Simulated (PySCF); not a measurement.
# Ionising TlBr

RHF-CCSD(T); PySCF, scalar-relativistic core potentials, basis sets Tl def2-SVP with ECP60, Br def2-SVP. Neutral (RHF): singlet (closed shell), Re = 2.678 Å, ωe = 196 cm⁻¹, De = 3.67 eV.

TlBr⁺ (UHF): doublet (π ↑), Re = 3.396 Å, ωe = 65.2 cm⁻¹. The energies at the minima are -2744.01424 hartree for TlBr and -2743.69774 for TlBr⁺.

Question: Work out the adiabatic ionisation energy, without and with harmonic zero-point energies (1 hartree = 27.2114 eV, 1 eV = 8065.5 cm⁻¹), and the change of the bond length.

Answer: At CCSD(T): 0.31650 hartree = 8.612 eV between the minima; the zero-point term (65.2 − 196.0)/2 cm⁻¹ = -0.008 eV makes it 8.604 eV. Re changes by +71.8 pm against the neutral. The electron leaves a π orbital, and the ion is left as a loose complex of an ion and an atom.

Correlated steps freeze 13 core orbitals. Correlated levels converge slowly with the basis: in double zeta they bind strong bonds too weakly, by up to about 1 eV, and carry superposition errors of some tenths. Spin–orbit coupling is left out, which matters for elements this heavy, above all for dissociation energies. Where the molecule has an RHF reference, its open-shell atoms are computed with UHF. States were picked by a PBE0 search and need not be the measured ground states.

Neutral and ion stand on different kinds of reference determinant, which adds to the error of the difference.
